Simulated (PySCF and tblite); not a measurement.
C8H11NO, numbered as in [CH3:1][O:2][C@@H:3]1[C@H:4]2[CH2:5][CH2:6][C@:7]1([C:8]#[N:9])[CH2:10]2. The ensemble was built from 60 distance-geometry starts (ETKDG and KDG, MMFF94s, GFN2-xTB) and rests on GFN2-xTB geometries. Weights use TPSS-D3(BJ)/def2-SVP energies plus GFN2-xTB zero-point and thermal terms (modes under about 100 cm⁻¹ blended into free rotors). Symmetry numbers and mirror images are counted. Conformers within 2.5 kcal/mol (GFN2-xTB free energy) were kept, 6 at most. GIAO shieldings: BP86/6-31G*. Shifts are against NH3 (¹⁵N) at the same level. (PySCF 2.14, tblite 0.8.)

Torsions listed: C1–O2–C3–C4. The 4-ring runs over atoms 3–4–10–7. The 5-ring runs over atoms 3–4–5–6–7.

```tsv
conformer	shape	point group	mirror pair	ΔE(DFT)	Δ(G−E) at 298.15 K	δ N9 (ppm)
1	4-ring puckered (ring torsions -35, 34, -34, 35°); 5-ring envelope (ring torsions 45, 0, -45, 67, -67°); 177°	C1	no	0.00	0.00	251.1
2	4-ring puckered (ring torsions -35, 35, -34, 35°); 5-ring envelope (ring torsions 45, 0, -44, 67, -67°); -85°	C1	no	1.25	-0.21	251.1
```

Energies in kcal/mol; the thermal term leaves out symmetry numbers and mirror images.

Q: Work out the weights at 298.15 K and the ¹⁵N shift of N9 under fast exchange.

A: RT = 0.592 kcal/mol. Each conformer gets RT ln(σ/g), with σ the rotational symmetry number and g = 2 for a mirror pair: 1: σ = 1, g = 1, G = 0.00 + 0.00 + 0.00 = 0.00, 0.00 above the lowest, exp(−ΔG/RT) = 1.000; 2: σ = 1, g = 1, G = 1.25 − 0.21 + 0.00 = 1.04, 1.04 above the lowest, exp(−ΔG/RT) = 0.173. The sum is 1.173, so the weights are 85.2, 14.8 %. The averaged shift is 251.1 ppm. At 298.15 K the leading conformer alone gives 251.1 ppm and bare DFT energies give 251.1 ppm.

Unscaled ¹⁵N shifts at such levels can be off by tens of ppm; differences between conformers or isomers are more reliable.


¹⁵N shifts are against a computed isolated NH3 molecule, about 20 ppm from the liquid.